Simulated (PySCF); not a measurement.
EPR parameters of [C7H10O]+

Species: C₇H₁₀O (charge +1 and doublet state).
Cartesian coordinates in Å at the GFN2-xTB level; atoms count from 1:
```xyz
18
C7H10O angstrom
O      3.3473    0.2224    0.3597
C      2.3583    0.3104    1.0061
C      0.9598    0.2116    0.5211
C     -0.0520   -0.1717    1.3271
C     -1.3841   -0.5699    0.8312
C     -1.6382   -0.0159   -0.5781
C     -0.4220   -0.2319   -1.4472
C      0.7827    0.5666   -0.9168
H      2.3850    0.5334    2.0947
H      0.0935   -0.2602    2.3967
H     -1.4321   -1.6656    0.8082
H     -2.1499   -0.2546    1.5450
H     -1.8696    1.0481   -0.5082
H     -2.5050   -0.5298   -0.9991
H     -0.6027    0.1291   -2.4647
H     -0.1704   -1.2923   -1.4980
H      0.5868    1.6363   -1.0286
H      1.7038    0.3403   -1.4608
```

The hyperfine couplings belong to this conformer and change with its torsions.

As a line formula: `O=C[C+]1[CH]CCCC1` [radical] (charge +1).

Computed, not measured: UKS B3LYP, pcH-1 on C H O, non-relativistic, mean-field spin-orbit, GIAO (PySCF). Geometry: GFN2-xTB, one conformer, isolated ion. The geometry wasn't refined by DFT: couplings that depend on bond lengths, twists or pyramidal angles can differ widely from those at the functional's own minimum, by a factor of two or more for some ions and for spin on atoms past the first row. The frame is twisted about the C2–C3 bond at this geometry (dihedral O1–C2–C3–C8 = -25°); couplings at other torsion angles weren't computed. Stability of the SCF solution: not tested.

```json
{
  "g1, g2, g3": "2.00223, 2.00478, 2.00727",
  "g_iso": "2.00476",
  "Form of g": "rhombic: the two nearest values differ by 49 % of g3 − g1",
  "⟨S²⟩": "0.7607 (exact 0.7500)"
}
```

Isotropic coupling and dipolar principal values T1 to T3, in G; ρ(0) is the spin density at the nucleus (MHz turned into gauss with g_iso; 10 G = 1 mT):

```csv
atom,isotope,a_iso,T1,T2,T3,Mulliken spin population,ρ(0) (bohr⁻³)
O1,17O,-6.9,-38.3,17.9,20.4,0.31,0.0321
C2,13C,-15.8,-5.2,1.0,4.2,-0.06,-0.0393
C3,13C,5.0,-11.7,-9.8,21.5,0.28,0.0125
C4,13C,0.5,-6.8,-5.7,12.5,0.20,0.0012
C5,13C,-2.6,-1.9,-1.5,3.5,0.01,-0.0064
C6,13C,-0.8,-0.9,-0.6,1.5,0.01,-0.0020
C7,13C,1.0,-2.2,-2.0,4.2,0.04,0.0025
C8,13C,-3.4,-3.3,-3.1,6.3,0.04,-0.0086
H9,1H,80.5,-2.4,-0.1,2.5,0.09,0.0506
H10,1H,3.8,-2.5,-1.7,4.2,0.00,0.0024
H11,1H,17.3,-1.3,-1.1,2.4,0.02,0.0108
H12,1H,11.2,-1.4,-0.4,1.8,0.01,0.0071
H13,1H,-0.1,-0.5,-0.3,0.8,0.00,-0.0001
H14,1H,6.6,-0.7,-0.4,1.1,0.01,0.0041
H15,1H,20.3,-1.4,-0.6,2.0,0.02,0.0127
H16,1H,-1.0,-1.2,-0.1,1.3,0.00,-0.0006
H17,1H,16.9,-1.8,-1.6,3.4,0.02,0.0106
H18,1H,7.1,-2.7,-0.1,2.8,0.00,0.0045
```

Largest spin populations (Mulliken): O1 (+0.31), C3 (+0.28), C4 (+0.20) and H9 (+0.09). Three atoms exceed +0.15.

C4, the radical centre as drawn in `O=C[C+]1[CH]CCCC1`, holds a spin population of +0.20 out of 1.

Axes: g2 points within 13° of the C3–C4 bond.

Under fast tumbling the dipolar parts average out, and these isotropic splittings remain: 1 × 1H (H9, I = 1/2, 2 lines) with 8.05 mT, 2 × 1H (H11/H12, I = 1/2, 3 lines) with 1.42 mT, 2 × 1H (H17/H18, I = 1/2, 3 lines) with 1.20 mT, 2 × 1H (H15/H16, I = 1/2, 3 lines) with 0.96 mT, 1 × 1H (H10, I = 1/2, 2 lines) with 0.38 mT and 2 × 1H (H13/H14, I = 1/2, 3 lines) with 0.32 mT.

Means are taken over nuclei equivalent by connectivity, which assumes that they swap fast. The 1H value of +27.0 MHz is a mean of couplings from -2.9 to 56.8 MHz in this one geometry, not an average over conformers. The 1H value of +33.8 MHz is a mean of couplings from 20.0 to 47.5 MHz in this one geometry, not an average over conformers.

The 13C coupling of C2 (-44.2 MHz) shows only in satellite lines or after enrichment, since that isotope makes up about 1.07 % of natural carbon.

The 17O coupling of O1 (-19.5 MHz) shows only in satellite lines or after enrichment, since that isotope makes up about 0.038 % of natural oxygen.
